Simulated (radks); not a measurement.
Results of a calculation; reference values are marked as such.
Question: Neutral mercury, [Hg]. Level of theory: non-relativistic Kohn-Sham, exchange-only B88, spin-polarised, spherical densities, point nucleus (a radial shooting solver on a logarithmic mesh with Libxc functionals). Every spin shell is full or empty, so the densities are truly spherical. Functionals are evaluated on that one density, not self-consistently. Rank these orbital-free kinetic functionals by their error against the exact value of the orbitals, and give that value: Thomas-Fermi, von Weizsacker, TF + vW, TF + vW/9, TF + vW/5, LC94, APBEK, revAPBEK, Perdew 92, Thakkar, Pearson, LKT, PG1, DePristo-Kress, Ernzerhof.

Answer: Exact: 18409.2 hartree. From best to worst, with 100 (|E| - |E exact|)/|E exact| (equal figures are ties): LC94 +0.02, APBEK +0.04, revAPBEK +0.18, DePristo-Kress -0.20, Ernzerhof -0.48, Perdew 92 -0.68, TF + vW/9 -0.69, Thakkar -0.78, Pearson -0.84, TF + vW/5 +2.46, Thomas-Fermi -4.62, PG1 +12.40, LKT +15.90, TF + vW +30.78, von Weizsacker -64.60.
